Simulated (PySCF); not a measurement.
Species: AsBH5P.
SMILES with atom numbers: `[PH2:1][BH:2][AsH2:3]` (hydrogens: H4, H5 on P1; H6 on B2; H7, H8 on As3)

Method: PBE0-D3(BJ)/def2-SVP geometry optimisation, gas phase in PySCF; density fitting, grid level 1; the optimiser is geomeTRIC in internal coordinates, started from a GFN2-xTB structure with every atom displaced at random (about 0.01 Å).

Step 0: E = -70864.4522 eV
```
atom  x, y, z in Å  |  force x, y, z in eV/Å
P1     -1.6911    0.1098   -0.0223   -0.840  -0.003  -0.176
B2     -0.0113   -0.0488    0.6830    0.414  -0.161  -0.310
As3     1.4242   -1.0693   -0.2432    0.629   0.029   0.190
H4     -2.0506    1.3848    0.4325   -0.269   0.326   0.402
H5     -1.4532    0.5339   -1.3343    0.116  -0.127  -0.588
H6      0.1161    0.2363    1.8187    0.188   0.132   0.732
H7      2.5300   -0.0765    0.1046    0.012  -0.206   0.214
H8      1.2904   -0.4388   -1.5969   -0.251   0.010  -0.465
```

Step 1: E = -70864.5520 eV
```
atom  x, y, z in Å  |  force x, y, z in eV/Å
P1     -1.7465    0.1366   -0.0216    0.095   0.129  -0.071
B2     -0.0005   -0.0350    0.6523   -0.042  -0.005   0.019
As3     1.4709   -1.0606   -0.2579   -0.071   0.143  -0.145
H4     -2.1179    1.4147    0.4868    0.006  -0.092  -0.013
H5     -1.5368    0.5018   -1.3841   -0.028  -0.047   0.092
H6      0.1650    0.2513    1.8163    0.000  -0.020  -0.030
H7      2.5897   -0.1401    0.1988    0.009  -0.012  -0.004
H8      1.3306   -0.4373   -1.6484    0.031  -0.097   0.152
```

Question: Estimate the geometry and energy of step 2. (The exact step hangs on the optimiser's Hessian estimate; all steps are aligned on step 1, rigid shifts and turns removed.)

Answer: E = -70864.5547 eV, largest force 0.067 eV/Å
```
atom  x, y, z in Å  |  force x, y, z in eV/Å
P1     -1.7389    0.1388   -0.0264    0.053   0.039   0.010
B2      0.0010   -0.0258    0.6562   -0.035  -0.028  -0.022
As3     1.4630   -1.0541   -0.2602   -0.001   0.043   0.035
H4     -2.1271    1.4049    0.4878   -0.021  -0.014   0.003
H5     -1.5314    0.5053   -1.3838   -0.009  -0.011   0.004
H6      0.1642    0.2515    1.8213    0.003  -0.006  -0.009
H7      2.5933   -0.1458    0.1920    0.008  -0.014  -0.004
H8      1.3305   -0.4433   -1.6449    0.002  -0.008  -0.017
```

The energy changes by -0.0027 eV. The first-order estimate −F·Δx gives -0.0047 eV and the mean of the old and new forces, exact on a quadratic surface, -0.0027 eV. The step makes an angle of 60° with the force vector and moves no atom by more than 0.013 Å.

What follows is the cost of the whole optimisation. Hardware: one thread of an AMD EPYC 9B14, on a shared host. Cost: 12 s wall, 0.38 GiB resident at most.
